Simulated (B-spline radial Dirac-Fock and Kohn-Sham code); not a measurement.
What relativity does to the binding energies of Sn¹⁸⁺

System: Sn¹⁸⁺, [Ar] 3d10 4s2 4p2.

Both columns are ΔSCF binding energies of the configuration average from a radial B-spline solver: non-relativistic Hartree-Fock with a point nucleus, and Dirac-Fock with a finite nucleus and the Coulomb interaction alone, averaged over the two j levels with weights 2j+1.

```csv
shell,Hartree-Fock (eV),Dirac-Fock (eV),shift (eV),shift (%)
1s,28774.4,29810.3,+1035.85,+3.60
2s,4732.8,4988.1,+255.26,+5.39
2p,4445.7,4520.8,+75.15,+1.69
3s,1313.9,1369.8,+55.93,+4.26
3p,1194.1,1212.3,+18.21,+1.53
3d,977.0,971.1,-5.90,-0.60
4s,535.1,550.1,+15.03,+2.81
4p,494.6,499.7,+5.14,+1.04
```

Relativity binds 1s, 2s, 2p, 3s, 3p, 4s, 4p more strongly, among those listed most of all 2s in relative terms, and 3d more weakly, because the contracted s and p shells screen the nucleus better.

Values without a named source are computed, but for edge energies of neutral atoms, which are taken from tables.
